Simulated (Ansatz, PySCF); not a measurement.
GeCl2, SMILES [Cl][Ge][Cl] (connectivity only; charge and spin as stated), neutral, multiplicity 1. Atoms are numbered in the order given.

```xyz
3

Ge     0.0000     0.0000     0.7233
Cl     0.0000     1.6711    -0.6791
Cl     0.0000    -1.6711    -0.6791
```

The structure is a stationary point at PBE0-D3(BJ)/def2-TZVP. The isomer is the one that the SMILES or the coordinates give; other isomers of the formula were not compared.

Two levels are set side by side: PBE-D3(BJ)/def2-TZVP (Ansatz, a quantum-chemistry and plane-wave program) and PBE0-D3(BJ)/def2-TZVP (Ansatz). Each level has its own optimised geometry; the coordinates shown are those of the second. Frequencies come from the Hessian of PySCF at each geometry. Differences are taken from unrounded values.

```
quantity                            PBE0-D3(BJ)
----------------------------------  -----------
mean bond length (Å)                      2.182
bond Ge1–Cl2 (Å)                          2.182
bond Ge1–Cl3 (Å)                          2.182
highest harmonic wavenumber (cm⁻¹)          409
mean harmonic wavenumber (cm⁻¹)             318
zero-point energy (kcal/mol)               1.36
```

**Question.** What does PBE-D3(BJ) give, and how far is it from PBE0-D3(BJ)? (Estimate from the structure and the level; the computed values follow.)

**Answer.** 
| quantity | PBE-D3(BJ) | PBE-D3(BJ) minus PBE0-D3(BJ) |
|---|---|---|
| mean bond length (Å) | 2.206 | 0.024 |
| bond Ge1–Cl2 (Å) | 2.206 | 0.024 |
| bond Ge1–Cl3 (Å) | 2.206 | 0.024 |
| highest harmonic wavenumber (cm⁻¹) | 389 | -20 |
| mean harmonic wavenumber (cm⁻¹) | 302 | -16 |
| zero-point energy (kcal/mol) | 1.30 | -0.07 |

GGA bonds tend to be longer and softer than those of functionals with exact exchange. Differences between two approximate levels are no errors against the true value.
